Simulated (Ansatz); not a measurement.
AgF, charge +1, doublet, geometry from GFN2-xTB (such geometries of metal compounds can be far from the true shape) (the multiplicity is a formal guess) (core potentials on Ag); Ansatz (an electronic-structure program) with SVWN5/def2-SV(P).

Input for Ansatz:
Ansatz 0.2 input:
```yaml
crystal:
  periodic: [false, false, false]
  atoms:
    - {symbol: Ag, position_ang: [-0.00000000, -0.00000000, -0.30545203]}
    - {symbol: F, position_ang: [0.00000000, 0.00000000, 1.59513836]}
basis:
  gaussian:
    orbitals: def2-SV_P_.json
hamiltonian:
  xc: {name: SVWN5}
total_charge: 1
magnetization: {spin_polarized: true, initial_magnetization: 1}
```
The basis file holds def2-SV(P) in the JSON format of the Basis Set Exchange.

Question: Predict the main parts of the log of this Ansatz run.

Answer: 
```
Functional definition: SVWN5
441 factors; their error is unknown
mean field evaluation 1: about -6668.2907 eV, gradient 5.1e1 eV
mean field evaluation 2: about -6428.8924 eV, gradient 1.7e2 eV
mean field evaluation 4: about -6670.7364 eV, gradient 3.8e1 eV
mean field evaluation 8: about -6676.8389 eV, gradient 1.3e1 eV
mean field evaluation 16: about -6677.7822 eV, gradient 2.5e-2 eV
mean field evaluation 32: about -6677.7874 eV, gradient 1.0e-5 eV
mean field evaluation 64: about -6677.7783 eV, gradient 1.4e0 eV
mean field -6677.78736283 eV, -245.4041592173 hartree, gradient 1.8e-6 eV, S^2 0.751259; 11 other end points of the search recorded, 0 dependent functions left out
reference -6677.78741031 eV, -245.4041609619 hartree; 14, 13 occupied and 24, 25 virtual orbitals, 441 factors
Total energy: -6677.78741031 eV, -245.4041609619 hartree
```
